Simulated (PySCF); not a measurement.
Radial density of Kr+ (krypton, charge +1)

UHF, [Ar] 3d10 4s2 4p4 5s1, 5s spin antiparallel (an excited configuration). All numbers are calculated (PySCF 2.14, a scalar-relativistic core potential, in aug-cc-pVTZ-PP with one added diffuse shell each of s, d, f type with ECP10MDF (7s5p5d3f, 68 functions)). This is the valence pseudo-density: the core potential removes the inner electrons and smooths the orbitals near the nucleus.

```json
{"r (bohr)": "0.000574", "4πr²ρ (e/bohr)": "5.758e-05", "4πr²(ρα − ρβ)": "0.0000"}
{"r (bohr)": "0.000966", "4πr²ρ (e/bohr)": "0.0001625", "4πr²(ρα − ρβ)": "0.0000"}
{"r (bohr)": "0.00162", "4πr²ρ (e/bohr)": "0.0004562", "4πr²(ρα − ρβ)": "0.0000"}
{"r (bohr)": "0.00273", "4πr²ρ (e/bohr)": "0.001264", "4πr²(ρα − ρβ)": "0.0000"}
{"r (bohr)": "0.00460", "4πr²ρ (e/bohr)": "0.003380", "4πr²(ρα − ρβ)": "0.0000"}
{"r (bohr)": "0.00773", "4πr²ρ (e/bohr)": "0.008322", "4πr²(ρα − ρβ)": "-0.0001"}
{"r (bohr)": "0.0130", "4πr²ρ (e/bohr)": "0.01790", "4πr²(ρα − ρβ)": "-0.0002"}
{"r (bohr)": "0.0219", "4πr²ρ (e/bohr)": "0.03398", "4πr²(ρα − ρβ)": "-0.0003"}
{"r (bohr)": "0.0368", "4πr²ρ (e/bohr)": "0.05695", "4πr²(ρα − ρβ)": "-0.0005"}
{"r (bohr)": "0.0619", "4πr²ρ (e/bohr)": "0.1602", "4πr²(ρα − ρβ)": "-0.0003"}
{"r (bohr)": "0.104", "4πr²ρ (e/bohr)": "1.085", "4πr²(ρα − ρβ)": "0.0006"}
{"r (bohr)": "0.175", "4πr²ρ (e/bohr)": "6.626", "4πr²(ρα − ρβ)": "0.0178"}
{"r (bohr)": "0.295", "4πr²ρ (e/bohr)": "24.78", "4πr²(ρα − ρβ)": "0.1783"}
{"r (bohr)": "0.495", "4πr²ρ (e/bohr)": "35.06", "4πr²(ρα − ρβ)": "0.1691"}
{"r (bohr)": "0.833", "4πr²ρ (e/bohr)": "11.09", "4πr²(ρα − ρβ)": "0.1889"}
{"r (bohr)": "1.40", "4πr²ρ (e/bohr)": "5.050", "4πr²(ρα − ρβ)": "1.4147"}
{"r (bohr)": "2.36", "4πr²ρ (e/bohr)": "1.653", "4πr²(ρα − ρβ)": "0.5421"}
{"r (bohr)": "3.97", "4πr²ρ (e/bohr)": "0.3533", "4πr²(ρα − ρβ)": "-0.2856"}
{"r (bohr)": "6.67", "4πr²ρ (e/bohr)": "0.07376", "4πr²(ρα − ρβ)": "-0.0738"}
{"r (bohr)": "11.2", "4πr²ρ (e/bohr)": "0.0007058", "4πr²(ρα − ρβ)": "-0.0007"}
```

Energies and moments cover only the electrons outside the core potential. The outer electron is Rydberg-like, and this basis confines it to a smaller radius and binds it less than a complete one would. With the s spin flipped the determinant is a mixture of two multiplicities, not a spectroscopic state.
